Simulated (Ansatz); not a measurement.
A run of Ansatz (development build ahead of 0.2.0) on quintet MnC(+) at this shape:

```
atom   x (Å)   y (Å)   z (Å)
  Mn  0.0000  0.0000  0.0000
   C  0.0000  0.0000  1.9780
```

Its results:

```json
{
  "Converged": "yes",
  "Total energy": "-1188.37440 hartree",
  "Spin squared of the determinant": "6.934",
  "Stability test": "minimum"
}
```

Q: Which input gives this output? Name the method, the orbitals and the basis set, and write the input.

A: PBE (unrestricted) in pcseg-2.

```yaml
crystal:
  periodic: [false, false, false]
  atoms:
    - { symbol: Mn, position_ang: [0.0, 0.0, 0.0] }
    - { symbol: C, position_ang: [0.0, 0.0, 1.978] }
basis:
  gaussian: { orbitals: pcseg-2 }
total_charge: 1
magnetization:
  spin_polarized: true
  initial_magnetization: 4
hamiltonian:
  xc: pbe
```

Caution: another spin multiplicity may lie lower; the unrestricted determinant is a mixture of spin states.
